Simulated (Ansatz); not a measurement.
Cartesian coordinates in Å:
```
C -0.553 -1.516 -0.419
Ge 0.349 0.187 -0.705
C 0.162 1.286 0.954
F 0.887 2.435 0.859
F 0.643 0.589 2.026
H -1.617 -1.360 -0.237
H -0.120 -2.023 0.444
H -0.442 -2.156 -1.295
H -0.291 0.982 -1.857
H 1.853 0.006 -0.959
H -0.871 1.570 1.190
```

Total charge 0; spin multiplicity 1.

(1) List the PBE/def2-TZVPP orbital energies in eV (Ansatz 0.2.0). (An estimate is asked.)

Answers

(1) Ansatz gave: Occupied: -10804.44, -1337.81, -1191.23, -1191.22, -1191.22, -660.26, -660.25, -272.83, -269.05, -162.40, -113.85, -113.84, -113.82, -31.26, -29.79, -29.68, -29.68, -29.65, -29.61, -29.60, -17.66, -16.91, -13.76, -13.24, -13.22, -11.46, -10.27, -10.14, -9.84, -9.39, -9.35, -8.21, -7.97, -6.77. Lowest empty: -0.13, 0.29, 0.58, 0.77, 1.37, 1.76, 1.89, 2.11.
